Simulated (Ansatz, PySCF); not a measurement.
Potential energy surface of F₄Ti, singlet: flattening of a tetrahedron along the D2d path, bond length relaxed. Scanned: the two opposite F-Ti-F angles (109.47 = tetrahedral, 180 = square planar). Other coordinates (Ti-F bond length) were minimised at PBE0/def2-TZVP.

Levels of theory: RHF/def2-TZVP, density fitting (PySCF); RKS-PBE/def2-TZVP = restricted PBE/def2-TZVP run with Ansatz (a first-principles code); RKS-LDA (SVWN5)/6-31G* = restricted LDA (SVWN5)/6-31G*, spherical d in PySCF.

Energies in kJ/mol, each method relative to its own lowest point.

```csv
a / °,RHF,RKS-PBE/def2-TZVP,RKS-LDA (SVWN5)/6-31G*
90,56.7,49.7,50.7
95,29.5,26.0,26.4
100,12.0,10.6,10.9
105,2.6,2.3,2.4
109.47,0.0,0.0,0.0
115,3.6,3.3,3.1
120,12.6,11.5,11.2
130,44.5,40.6,42.1
140,90.3,83.0,87.2
150,142.8,132.7,139.3
160,192.7,180.5,189.8
170,229.2,215.6,227.2
180,242.7,228.7,241.0
```
